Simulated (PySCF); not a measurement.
C5H9N2 (charge +1).
Z-matrix (Å and degrees, PBE0-D3(BJ)/def2-SVP geometry), rows numbered from 1:
```
C 
N   1  1.4557
C   2  1.3751  1  125.51
C   3  1.3639  2  107.00  1  -179.73
N   4  1.3751  3  107.03  2     0.03
C   5  1.4558  4  125.53  3  -179.70
C   5  1.3332  4  108.56  3    -0.04
H   1  1.0979  2  109.71  3   -61.27
H   1  1.0959  2  109.23  3   179.05
H   1  1.0979  2  109.66  3    59.41
H   3  1.0873  2  122.28  1     0.26
H   4  1.0874  3  130.70  2   179.90
H   6  1.0978  5  109.64  4   -59.18
H   6  1.0959  5  109.23  4  -178.77
H   6  1.0981  5  109.73  4    61.49
H   7  1.0884  2  125.59  1    -0.22
```

Computed at PBE0/pcSseg-1 (PySCF, non-relativistic), with Q(14N) = 0.02044 b: N2, 14N (I = 1): χzz = -2.040 MHz, η = 0.119.

Problem. Find the zero-field quadrupole resonance frequencies of 14N at N2.

Solution. From ν± = (3/4)|χ|(1 ± η/3) and ν0 = |χ|η/2: ν+ 1.590 MHz, ν− 1.469 MHz, ν0 0.121 MHz (nitrogen bonded to 3 C).

In a crystal, neighbours and librations shift these lines. Geometry: PBE0-D3(BJ)/def2-SVP; no solvent, vibrations or thermal averaging. With a basis this small, the couplings can be 20 % off.

The run behind these numbers computed NMR shieldings as well. The run took 15 s of wall time on one thread of an Arm Neoverse V2, shared host.
